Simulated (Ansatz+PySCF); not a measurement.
Values are calculated unless marked as measured or tabulated.
Input for Ansatz (development build ahead of 0.2.0):

```yaml
crystal:
  periodic: [false, false, false]
  atoms:
    - { symbol: V, position_ang: [0.0, 0.0, 0.0] }
    - { symbol: H, position_ang: [0.0, 0.0, 1.7992] }
basis:
  gaussian: { orbitals: def2-SVP }
magnetization:
  initial_magnetization: 4
hamiltonian:
  xc: pbe0
```

The input is written out in the form of the current development build from the run's settings.

Output:

```json
{
  "Converged": "yes",
  "Total energy": "-944.15435 hartree",
  "Spin squared of the determinant": "6.000",
  "Stability test": "minimum among restricted orbitals",
  "Occupied orbitals by symmetry in an Abelian subgroup (alpha; beta)": "7 A1 1 A2 3 B1 3 B2; 6 A1 2 B1 2 B2"
}
```
